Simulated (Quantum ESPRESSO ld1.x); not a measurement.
Problem. All-electron atom: the tungsten ion W2+ in [Xe] 4f14 5d4 (the NIST ground configuration). Method: Dirac Kohn-Sham, LDA (Slater exchange, VWN5 correlation), spin-unpolarised, spherical densities, point nucleus; open shells fill j = l - 1/2 first; computed with ld1.x of Quantum ESPRESSO 7.5. Some entries of the table are withheld. Estimate them.

orbital  occ.  eigenvalue (hartree)  r(max) (bohr)  <r> (bohr)
1s1/2       2              -2548.83          0.011     0.01835
2s1/2       2              -440.141          0.066     0.07698
2p1/2       2              -421.029            (1)     0.06367
2p3/2       4              -371.366            (2)     0.07163
3s1/2       2              -101.785          0.185      0.2007
3p1/2       2              -93.2603          0.173      0.1907
3p3/2       4              -82.5243          0.188      0.2054
3d3/2       4              -68.1304          0.148      0.1797
3d5/2       6              -65.7940          0.151      0.1843
4s1/2       2              -21.4289          0.421      0.4497
4p1/2       2              -17.8954          0.421      0.4547
4p3/2       4              -15.3985          0.449      0.4882
4d3/2       4              -9.58649          0.446      0.5049
4d5/2       6              -9.12642          0.457      0.5165
5s1/2       2              -3.48396          0.961       1.068
5p1/2       2              -2.43505           1.03       1.177
5p3/2       4              -2.07120           1.12       1.281
4f5/2       6              -1.84735          0.425      0.6030
4f7/2       8              -1.76499          0.432      0.6128
5d3/2       4              -0.74962           1.46       1.854
5d5/2       0              -0.71914           1.50       1.912
6s1/2       0              -0.71567           2.47       2.778
6p1/2       0              -0.50986            (3)       3.298
6p3/2       0              -0.46804            (4)       3.533
6d3/2       0                   (5)            (6)       5.434
6d5/2       0                   (7)            (8)       5.533
5f5/2       0                   (9)           5.32       6.335
5f7/2       0                  (10)           5.37       6.347

Solution. 
(1) 2p1/2 r(max) (bohr): 0.049
(2) 2p3/2 r(max) (bohr): 0.056
(3) 6p1/2 r(max) (bohr): 2.92
(4) 6p3/2 r(max) (bohr): 3.14
(5) 6d3/2 eigenvalue (hartree): -0.23548
(6) 6d3/2 r(max) (bohr): 4.87
(7) 6d5/2 eigenvalue (hartree): -0.23114
(8) 6d5/2 r(max) (bohr): 4.99
(9) 5f5/2 eigenvalue (hartree): -0.15627
(10) 5f7/2 eigenvalue (hartree): -0.15612
